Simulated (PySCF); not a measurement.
Ne³⁺ (neon, charge +3) across methods

[He] 2s2 2p3, high-spin 4S determinant. Computed with PySCF 2.14 in dyall-acv3z (15s9p4d2f, 76 functions), with the non-relativistic Hamiltonian (point nucleus).

```json
{"method": "LDA", "E (hartree)": "-123.5556", "mean ε 2s α (eV)": "-105.53", "mean ε 2s β (eV)": "-97.528", "mean ε 2p α (eV)": "-83.738", "Σ⟨r²⟩ (bohr²)": "3.668", "⟨S²⟩": "3.751"}
{"method": "PBE", "E (hartree)": "-124.2102", "mean ε 2s α (eV)": "-106.14", "mean ε 2s β (eV)": "-97.751", "mean ε 2p α (eV)": "-83.744", "Σ⟨r²⟩ (bohr²)": "3.655", "⟨S²⟩": "3.751"}
{"method": "PBE0", "E (hartree)": "-124.2339", "mean ε 2s α (eV)": "-111.48", "mean ε 2s β (eV)": "-100.50", "mean ε 2p α (eV)": "-87.619", "Σ⟨r²⟩ (bohr²)": "3.642", "⟨S²⟩": "3.751"}
{"method": "wB97X", "E (hartree)": "-124.3263", "mean ε 2s α (eV)": "-113.26", "mean ε 2s β (eV)": "-103.22", "mean ε 2p α (eV)": "-89.669", "Σ⟨r²⟩ (bohr²)": "3.622", "⟨S²⟩": "3.752"}
{"method": "UHF", "E (hartree)": "-124.10907", "mean ε 2s α (eV)": "-126.72", "mean ε 2s β (eV)": "-106.76", "mean ε 2p α (eV)": "-98.485", "Σ⟨r²⟩ (bohr²)": "3.621", "⟨S²⟩": "3.753"}
{"method": "B97-3", "E (hartree)": "-124.2988", "mean ε 2s α (eV)": "-111.77", "mean ε 2s β (eV)": "-101.13", "mean ε 2p α (eV)": "-87.791", "Σ⟨r²⟩ (bohr²)": "3.631", "⟨S²⟩": "3.752"}
{"method": "r2SCAN0", "E (hartree)": "-124.2986", "mean ε 2s α (eV)": "-113.51", "mean ε 2s β (eV)": "-100.59", "mean ε 2p α (eV)": "-88.745", "Σ⟨r²⟩ (bohr²)": "3.627", "⟨S²⟩": "3.752"}
{"method": "MN15", "E (hartree)": "-124.3002", "mean ε 2s α (eV)": "-109.43", "mean ε 2s β (eV)": "-101.87", "mean ε 2p α (eV)": "-88.052", "Σ⟨r²⟩ (bohr²)": "3.649", "⟨S²⟩": "3.750"}
```

Estimate the same row for r2SCAN.

E (hartree) = -124.2949; mean ε 2s α (eV) = -109.03; mean ε 2s β (eV) = -98.006; mean ε 2p α (eV) = -85.292; Σ⟨r²⟩ (bohr²) = 3.632; ⟨S²⟩ = 3.752.
